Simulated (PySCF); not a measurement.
Can point charges reproduce the dipole moment of `O=CO[C@]1([SiH3])C=C(Cl)C1`?

Coordinates (GFN2-xTB, Å) and charges (e) from the PBE0/pcSseg-1 density (PySCF):

```
atom       x       y       z  Mulliken      IAO  Hirshfeld  ESP-fitted
  O1  -2.652   0.052  -0.107   -0.4494  -0.4396    -0.1974     -0.4809
  C2  -2.146  -1.036  -0.211   +0.4861  +0.4076    +0.1913     +0.5203
  O3  -0.879  -1.303  -0.198   -0.3906  -0.3049    -0.0829     -0.4077
  C4   0.034  -0.195  -0.075   -0.3720  -0.0462    +0.0053     +0.5069
 Si5  -0.783   1.529   0.210   +0.5982  +0.6026    +0.2631     +0.3867
  C6   1.077  -0.196  -1.164   +0.0831  -0.1836    -0.0661     -0.4385
  C7   2.068  -0.420  -0.303   -0.1447  -0.0141    +0.0200     +0.1389
 Cl8   3.764  -0.472  -0.425   -0.0829  +0.0078    -0.0188     -0.0592
  C9   1.190  -0.536   0.908   +0.0358  -0.2640    -0.0772     -0.3822
 H10  -2.737  -1.958  -0.331   +0.1188  +0.1443    +0.0701     +0.0676
 H11   0.441   2.339   0.390   -0.1174  -0.1609    -0.1054     -0.1817
 H12  -1.472   1.566   1.493   -0.0695  -0.1147    -0.0820     -0.0930
 H13  -1.412   2.025  -1.003   -0.0709  -0.1110    -0.0798     -0.0770
 H14   1.009  -0.037  -2.221   +0.0719  +0.1634    +0.0617     +0.2154
 H15   1.121  -1.538   1.325   +0.1512  +0.1623    +0.0487     +0.1555
 H16   1.369   0.188   1.700   +0.1524  +0.1510    +0.0489     +0.1289
```

Question: What dipole does each set of charges give (1 e·Å = 4.803 D), and what does the density give?

Answer: The full density gives (-0.34, -1.75, 0.01) D, 1.78 D in size; dipole vectors point from the negative to the positive end.

| scheme | μx | μy | μz | size (D) | share of the full size (%) | angle to the full dipole (°) |
| --- | --- | --- | --- | --- | --- | --- |
| Mulliken | -0.92 | 0.32 | 1.79 | 2.04 | 114 | 94 |
| IAO | -0.06 | -1.10 | 0.31 | 1.14 | 64 | 17 |
| Hirshfeld | -0.16 | -1.86 | -0.17 | 1.87 | 105 | 8 |
| ESP-fitted | -0.40 | -1.74 | 0.02 | 1.78 | 100 | 2 |

Question: Which set comes closest?

Answer: Length of the difference vector: ESP-fitted 0.06 D, Hirshfeld 0.28 D, IAO 0.77 D, Mulliken 2.79 D. Closest: ESP-fitted. 

Question: What is left for the Hirshfeld atoms' own dipoles?

Answer: The Hirshfeld atoms' densities add up to the full density, so μ = Σ q r + Σ (atomic dipoles). The atomic dipoles sum to (-0.34, -1.75, 0.01) − (-0.16, -1.86, -0.17) = (-0.18, 0.11, 0.18) D, 0.28 D in size.

Question: With the origin at the mean of the coordinates, (0.000, 0.001, -0.001) Å, which are the largest single terms, by size, of the Mulliken dipole along the direction of the full one?

Answer: Si5 -3.88, C2 +3.33, O3 -2.71, H10 +1.39, H11 +1.34 D; all 16 atoms together -0.13 D. The single terms depend on the origin, their sum doesn't.

Question: Give the size of the full dipole in other units.

Answer: 1.78 D = 0.702 au = 0.372 e·Å = 5.95 × 10⁻³⁰ C·m.

Geometry: GFN2-xTB, one conformer, isolated molecule.

The values belong to the conformer `[O:1]=[CH:2][O:3][C@:4]1([SiH3:5])[CH:6]=[C:7]([Cl:8])[CH2:9]1`: O1–C2–O3–C4 -1°, C2–O3–C4–Si5 5°.
